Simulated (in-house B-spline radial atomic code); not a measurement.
Sn²⁺. Computed with a B-spline radial atomic code. Model: non-relativistic spherical atom: semilocal Troullier-Martins pseudo-atom, one channel per l, against all electrons, high spin, G0W0 and RPA with empty states to l = 8, local potential for every l without a channel, a model core (radius 0 = none) keeps its share of the functional.

Without relativity these are model numbers for so heavy an element.

What the tables leave out is listed at the end.

The pseudopotential gives back the lowest level of each angular momentum of its own functional in the configuration it was made in; a second state of the same l is only approximately right. Exact exchange, RPA and GW see the smooth pseudo-orbitals and miss the exchange with the core, for which the functional's share stands in. The column with an uncorrelated core keeps all orbitals and exact exchange, and so separates missing core correlation from pseudisation. Only the three outermost levels and the lowest empty one were computed. RPA here is direct RPA, with no exchange kernel, and its energies carry an (l + 1/2)⁻⁴ tail. A hybrid on a potential with a model core restores only its own semilocal share of the core's exchange.

Command:
```bash
python run_psgw.py task.json out
```
Settings (lengths in bohr, energies in hartree):
```
Z                      50
electrons              48
configuration          [Kr] 4d10 5s2
generated_in           [Kr] 4d10 5s2 5p2
functional             lda,vwn
core_shells            8
radius_factor          1
core_correction        True
ion_configuration      [Kr] 4d10 5s1
```

Time taken, with all properties: 71 s on 1 thread of Arm Neoverse N1, with other jobs on the host.

Given: made with LDA VWN5; model core radius 0.691 bohr; local radius 1.136 bohr; mean-field start LDA VWN5.

Valence shells of the generating configuration: 4d, 5s, 5p.

Channel: s 2.081, p 2.589, d 0.879 (radii in bohr).

Computed: largest level miss in the spin-unpolarised generating configuration 0 eV; valence RPA correlation energy all-electron orbitals -0.72451 hartree; valence RPA correlation energy pseudo -1.0979 hartree; pseudo-atom RPA polarisability 13.674 bohr³; ionisation by mean-field all-electron 29.937 eV; ionisation by mean-field pseudo minus all 0.006 eV; ionisation by RPA pseudo minus all 0.903 eV.

```
     level  occupied  mean-field all-electron (eV)  mean-field pseudo minus all (eV)  G0W0 all-electron (eV)  G0W0 uncorrelated core minus all (eV)  G0W0 pseudo minus all (eV)  exchange self-energy all-electron (eV)  exchange self-energy pseudo (eV)
        5s         1                       -25.473                                 0                 -29.791                                  0.041                       -0.64                                 -15.188                            -13.38
5p (empty)         0                       -18.085                            -0.005                 -14.544                                  0.032                      -0.413                                 -5.1861                           -4.3678
```

Q: What is the all-electron RPA polarisability, core included?

A: 13.675 bohr³.

Q: What is the ionisation by RPA all-electron?

A: 29.804 eV.

Given: mean-field start PBE0.

Computed: valence RPA correlation energy all-electron orbitals -0.68228 hartree; valence RPA correlation energy pseudo -1.0586 hartree; all-electron RPA polarisability, core included 12.783 bohr³; pseudo-atom RPA polarisability 12.689 bohr³; ionisation by mean-field pseudo minus all 0.22 eV; ionisation by RPA all-electron 29.626 eV.

```tsv
level	occupied	mean-field all-electron (eV)	mean-field pseudo minus all (eV)	G0W0 all-electron (eV)	G0W0 uncorrelated core minus all (eV)	G0W0 pseudo minus all (eV)	exchange self-energy all-electron (eV)	exchange self-energy pseudo (eV)
5s	1	-25.926	-0.191	-29.642	0.045	-0.637	-14.867	-13.35
5p (empty)	0	-16.783	-0.261	-14.535	0.032	-0.334	-4.8021	-4.289
```

Q: What is the ionisation by mean-field all-electron?

A: 29.154 eV.

Q: What is the ionisation by RPA pseudo minus all?

A: 0.851 eV.

Among the listed levels the largest G0W0 shift of the pseudo-atom is -0.64 eV, for 5s on the LDA VWN5 start, while leaving the core uncorrelated moves that level by +0.04 eV. So pseudisation and the lost core exchange, not the missing core correlation, make the error. Not in the tables (levels of low weight, unsolved or above zero; the highest and the empty levels are kept at any weight): on LDA the G0W0 levels 4d (pseudo minus all +3.30 eV, weights 0.64 and 0.60); on PBE0 the G0W0 levels 4d (pseudo minus all +4.51 eV, weights 0.48 and 0.88); no Hartree-Fock pseudo-atom is run with a model core.
